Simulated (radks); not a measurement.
Results of a calculation; reference values are marked as such.
The mean radii <r> (bohr) of the occupied orbitals of an atom or ion are listed with their occupations. Code: a radial shooting solver on a logarithmic mesh with Libxc functionals. Model: Dirac Kohn-Sham, exchange-only PBE, spin-unpolarised, spherical densities, finite nucleus; Fermi nuclear charge, rms radius of each element as measured or else 0.836 A^(1/3) + 0.57 fm.

orbital  occ.      <r>
1s1/2       2  0.01580
2s1/2       2  0.06577
2p1/2       2  0.05387
2p3/2       4  0.06291
3s1/2       2   0.1708
3p1/2       2   0.1613
3p3/2       4   0.1777
3d3/2       4   0.1541
3d5/2       6   0.1591
4s1/2       2   0.3721
4p1/2       2   0.3718
4p3/2       4   0.4038
4d3/2       4   0.4028
4d5/2       6   0.4124
4f5/2       6   0.4035
4f7/2       6   0.4080

Name the element and its charge. Open shells, if any, fill j = l - 1/2 first.

Answer. Z = 83, bismuth, charge +25: Bi25+ in [Kr] 4d10 4f12. The 1s radius gives Z: for a bare nucleus <r> = (2 gamma + 1)/(2Z) with gamma = sqrt(1 - (Z/c)^2), 0.01561 bohr for Z = 83, and screening makes it slightly larger (0.01580 here). The occupations add up to 58, and the charge is Z minus that.
